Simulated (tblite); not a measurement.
A tight-binding relaxation on `C=C[B@H-]([NH3+])CCB(C)C`.

Computed with GFN2-xTB geometry optimisation, gas phase (tblite 0.8.0). Start geometry: from a force field or distance geometry. The input is one job of a driver script: a line of settings, then coordinates in Å.

Command:
```bash
OMP_NUM_THREADS=1 python probes_run.py task.json out
```

Input:
```
{"job": {"kind": "relax", "xc": "GFN2-xTB", "basis": "xTB"}, "charge": 0, "multiplicity": 1}
C     -3.578300    -1.079900    -0.713700
C     -2.615000    -0.880000     0.158200
B     -1.647900     0.340400     0.172400
N     -2.278600     1.601800    -0.455600
C     -0.256400    -0.022100    -0.489100
C      0.784500     0.130300     0.586300
B      2.256900    -0.196600     0.077700
C      3.288500     1.031500     0.197900
C      2.842800    -1.628700     0.472500
H     -3.808100    -0.383500    -1.512300
H     -4.193000    -1.964300    -0.626100
H     -2.459700    -1.644600     0.958000
H     -1.459700     0.625400     1.332000
H     -3.297000     1.556500    -0.557200
H     -1.804400     1.810400    -1.371700
H     -2.057700     2.431300     0.164500
H     -0.098200     0.654400    -1.354700
H     -0.257200    -1.069100    -0.894300
H      0.512600    -0.588500     1.390500
H      0.720100     1.158400     0.989200
H      4.159300     0.914400    -0.438600
H      2.736100     1.954100    -0.121700
H      3.535800     1.144700     1.284200
H      3.672100    -1.473800     1.197800
H      3.215800    -2.170500    -0.407500
H      2.065800    -2.229500     1.004400
```

Output:
```
step      E/eV     max force
  0    -729.04679    2.978
  1    -729.42735    1.859
  2    -729.59702    0.995
  3    -729.67430    0.927
  4    -729.72016    0.494
  5    -729.74945    0.422
  6    -729.79003    0.412
  7    -729.81690    0.394
  8    -729.84456    0.358
  9    -729.86673    0.255
... (237 lines left out)
247    -730.32427    0.014
248    -730.32431    0.012
249    -730.32434    0.012
250    -730.32438    0.011
251    -730.32442    0.014
252    -730.32447    0.013
253    -730.32450    0.010
254    -730.32454    0.011
255    -730.32458    0.011
256    -730.32460    0.010
```

«max force» is the largest atomic force in eV/Å.

From which step on does the largest force stay under 0.1 eV/Å, and how much energy is left to gain from there?

From step 227 (0.050 eV/Å), 5.1 meV above the end.

Main results: energy lowered by 29.5 kcal/mol over 256 steps; largest atomic force 0.010 eV/Å at the end.

On Arm Neoverse N1, one thread, shared host with 64 logical CPUs at a one-minute load of 45, this took 3.6 s wall.
Labels such as C1 count atoms from 1, the log's own numbers from 0.
